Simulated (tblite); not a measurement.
C4H12BF2N.
Z-matrix (Å and degrees, GFN2-xTB geometry), rows numbered from 1:
```
B 
N   1  1.6589
C   2  1.4626  1  108.16
C   2  1.4610  1  109.70  3  -118.65
C   2  1.4648  1  111.65  3   117.96
C   5  1.5250  2  115.33  1    63.41
F   6  1.3585  5  111.34  2    82.36
F   6  1.3552  5  108.88  2  -161.88
H   1  1.1885  2  105.83  3    53.86
H   1  1.1912  2  107.50  3   173.23
H   1  1.1906  2  105.94  3   -66.21
H   3  1.0873  2  109.52  1    59.78
H   3  1.0942  2  111.11  1  -179.12
H   3  1.0867  2  109.19  1   -58.40
H   4  1.0938  2  111.18  1   179.56
H   4  1.0872  2  108.76  1    58.94
H   4  1.0862  2  110.24  1   -59.12
H   5  1.0995  2  110.32  1  -174.75
H   5  1.0928  2  108.22  1   -55.56
H   6  1.0972  5  113.55  2   -40.80
```

Computed values, GFN2-xTB/tblite, gas phase, harmonic and unscaled. Against measured fundamentals such values can be off by several per cent, at times by over 20. Modes of hydrogen on boron can be 10 to 20 % off. One conformer, not necessarily the lowest.

Harmonic wavenumbers (cm⁻¹): 50.2, 88.1, 188.9, 221.4, 253.6, 273.2, 304.9, 312.2, 338.4, 370.5, 421.5, 479.0, 493.0, 545.3, 613.3, 886.4, 892.3, 898.2, 938.8, 1017.0, 1024.8, 1038.7, 1065.6, 1087.4, 1099.6, 1154.5, 1172.5, 1197.5, 1228.4, 1248.9, 1252.2, 1267.9, 1283.1, 1289.6, 1358.7, 1410.7, 1423.4, 1434.7, 1459.3, 1470.7, 1481.5, 1499.5, 2442.9, 2459.5, 2486.8, 2900.0, 2933.8, 2953.4, 2963.0, 2987.3, 3043.9, 3049.2, 3054.0, 3065.7.

A = 3249, B = 1256, C = 1156 MHz; mass 123.103 u (most abundant isotopes); point group C1, symmetry number 1.

Question: Zero-point energy?

Answer: Half the sum of the wavenumbers: 35937 cm⁻¹ = 429.91 kJ/mol.

Question: Entropy at 400 K, 1 bar (ideal gas, RRHO, classical rotation)?

Answer: Translation 174.99, rotation 123.38, vibration 150.71: S = 449.1 J/(mol K).

Question: And Cp and H(400 K) − H(0)?

Answer: Cp = 202.47 J/(mol K), of which vibrations give 169.21 (their classical limit is 54 R = 449.0); H(400 K) − H(0) = 46.32 kJ/mol without the zero-point energy, 33.01 from vibrations.

Question: Which modes carry the vibrational entropy at 400 K?

Answer: 50.2 cm⁻¹: 22.56; 88.1 cm⁻¹: 17.90; 188.9 cm⁻¹: 11.69; 221.4 cm⁻¹: 10.42; 253.6 cm⁻¹: 9.36; 273.2 cm⁻¹: 8.79 J/(mol K); the other 48 give 69.99 together.

Question: How do the functions run with temperature in this model?

Answer: 
```tsv
T (K)	S (J/(mol K))	Cp (J/(mol K))	H − H(0) (kJ/mol)	G − H(0) (kJ/mol)	ln q(vib)
100	277.9	71.0	4.89	-22.89	1.19
200	341.8	116.9	14.39	-53.98	3.35
300	397.2	159.6	28.19	-90.98	5.74
500	498.5	240.8	68.53	-180.71	10.69
800	631.2	323.3	154.21	-350.75	18.07
1000	707.4	359.2	222.65	-484.77	22.75
```

q(vib) and H(0) count from the zero-point level.

Question: What must be added to the electronic energy to get the Gibbs energy at 400 K and 1 bar?

Answer: ZPE + [H(400 K) − H(0)] − T·S = 429.91 + 46.32 − 179.63 = 296.60 kJ/mol.

Hindered rotation and anharmonicity are outside this model. Other conformers, if any are populated, would add a mixing term that is left out. The structure is chiral; the term R ln 2 for an equal mix with its mirror image is left out.

On Intel Xeon at 2.50 GHz, one thread, no GPU (shared host), this took 1.8 s wall. This covers the Hessian and the dipole derivatives.
